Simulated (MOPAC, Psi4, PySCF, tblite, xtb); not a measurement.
Dimer HF ··· F- (SMILES F and [F-]) (charge -1) at R = 2.22 Å between the centres of mass, closest contact 1.34 Å (lowest of the rigid-body minima from ten starts at GFN2-xTB). Geometry in Å and degrees:

```
F
H 1 0.9245
F 2 1.3423 1 180.00
```

GFN2-xTB (tblite); SAPT0/jun-cc-pVDZ, frozen core (Psi4); BLYP/def2-TZVPD, counterpoise-corrected (Psi4); BLYP-D3(BJ)/def2-TZVPD, counterpoise-corrected (Psi4); PBE/def2-TZVPD, counterpoise-corrected (Psi4); PBE-D3(BJ)/def2-TZVPD, counterpoise-corrected (Psi4); wB97X-D/def2-TZVPD, counterpoise-corrected (Psi4); HF/aug-cc-pVTZ, counterpoise-corrected (Psi4); MP2/aug-cc-pVTZ = Psi4 with DF-MP2/aug-cc-pVTZ, frozen core, counterpoise-corrected; SCS-MP2/aug-cc-pVTZ = DF-SCS-MP2/aug-cc-pVTZ, frozen core, counterpoise-corrected in Psi4; MP2/aug-cc-pVDZ = DF-MP2/aug-cc-pVDZ, frozen core, counterpoise-corrected (Psi4 1.11); CCSD/aug-cc-pVDZ = DF-CCSD/aug-cc-pVDZ, frozen core, counterpoise-corrected run with Psi4; CCSD(T)/aug-cc-pVDZ = Psi4 with DF-CCSD(T)/aug-cc-pVDZ, frozen core, counterpoise-corrected; PM3, restricted, heats of formation (MOPAC); PM6, restricted, heats of formation (MOPAC); GFN1-xTB (xtb); RKS-B3LYP/6-31G* = restricted B3LYP/6-31G*, spherical d, no counterpoise correction in PySCF 2.14.0; RMP2/6-31G* = restricted MP2 (frozen core)/6-31G*, spherical d, no counterpoise correction in PySCF; RHF/LANL2DZ = restricted Hartree-Fock/LANL2DZ, no counterpoise correction (PySCF); RMP2/3-21G = restricted MP2 (frozen core)/3-21G, no counterpoise correction (PySCF 2.14.0).

Task: What interaction energy does each level give?

Result: 
| method | E_int / kJ/mol |
|---|---|
| RMP2/3-21G | -298.19 |
| RKS-B3LYP/6-31G* | -246.98 |
| RMP2/6-31G* | -229.12 |
| RHF/LANL2DZ | -200.67 |
| GFN1-xTB | -176.46 |
| SAPT0/jun-cc-pVDZ | -169.74 |
| HF/aug-cc-pVTZ | -158.31 |
| wB97X-D/def2-TZVPD | -156.04 |
| GFN2-xTB | -155.76 |
| PBE-D3(BJ)/def2-TZVPD | -154.59 |
| PBE/def2-TZVPD | -153.80 |
| MP2/aug-cc-pVTZ | -152.47 |
| SCS-MP2/aug-cc-pVTZ | -148.80 |
| CCSD/aug-cc-pVDZ | -147.64 |
| CCSD(T)/aug-cc-pVDZ | -146.78 |
| BLYP-D3(BJ)/def2-TZVPD | -146.69 |
| BLYP/def2-TZVPD | -145.09 |
| MP2/aug-cc-pVDZ | -145.01 |
| PM3 | -127.06 |
| PM6 | -87.43 |
